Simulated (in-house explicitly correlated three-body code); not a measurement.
Computed with an exponentially correlated three-body code. Model: two electrons around a point charge, non-relativistic, variational in 260 exponentially correlated functions (energies converged to about 1e-7 hartree, or 1e-8 relative for large Z).

Command:
```bash
python run_hyl.py task.json out
```
Settings (lengths in bohr, energies in hartree):
```
Z                      2.5
screening              0.625
interaction_strength   1
functions              260
states_tried           13
```

Time taken, with all properties: 40 s on 1 thread of Intel(R) Xeon(R) Platinum 8488C (Sapphire Rapids), on a shared host.

**Those bound S and P states to n = 4 that converged, binding against the one-electron ion.**

Given: nuclear charge 2.5; Yukawa screening of all interactions 0.625 1/bohr.

Computed: one-electron threshold -1.81824742 hartree.

```tsv
term	energy (hartree)	binding (eV)
1 1S	-2.76309231	25.711
```

**Converged states only, values per electron or pair (inverse distances are <exp(-kr)/r>).**

```json
{"term": "1 1S", "mean r (bohr)": "0.7515", "mean r squared (bohr²)": "0.78564", "mean inverse r (1/bohr)": "1.5939", "mean r12 (bohr)": "1.1401", "mean inverse r12 (1/bohr)": "0.73847", "mean cosine": "-0.047572", "mean p1 dot p2 (bohr⁻²)": "0.18548", "delta r1 (bohr⁻³)": "3.5005", "delta r12 (bohr⁻³)": "0.23123"}
```
